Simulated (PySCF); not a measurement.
## Molecular orbitals of GaF

PBE0 at R = 1.790 Å; basis Ga cc-pVTZ-PP with ECP10, F cc-pVTZ; scalar-relativistic core potentials; PySCF 2.14. State: ¹Σ⁺ (singlet), closed shell. Only the outer orbitals are listed, counted within each symmetry, core potentials removing the inner ones.

| orbital | occ. | ε (eV) | on Ga (%) | main shells (%) |
| --- | --- | --- | --- | --- |
| 6σ | 2 | -12.31 | 33 | 65 F p, 30 Ga s |
| 3π | 2 | -10.35 | 7 | 93 F p |
| 3π | 2 | -10.35 | 7 | 93 F p |
| 7σ | 2 | -7.87 | 79 | 65 Ga s, 21 F p, 13 Ga p |
| 4π | 0 | -1.34 | 97 | 96 Ga p |
| 4π | 0 | -1.34 | 97 | 96 Ga p |
| 8σ | 0 | 0.57 | 98 | 84 Ga p, 10 Ga d |

Q: Which are the highest filled and the lowest empty level, where do they sit, and how wide is the gap?

A: Highest filled 7σ at -7.87 eV (in %: 65 Ga s, 21 F p, 13 Ga p); lowest empty 4π at -1.34 eV (in %: 96 Ga p); the gap at PBE0 is 6.53 eV.

- bond order (Mayer): 1.02
- ⟨S²⟩: 0.000
- charge on Ga (Mulliken, basis-dependent): 0.41
- charge on Ga (Löwdin, basis-dependent): 0.21
- dipole moment (positive dipole means Ga(−)F(+)): -2.28 D
- polarisability along the bond: 32.1 bohr³
- polarisability across the bond: 30.6 bohr³
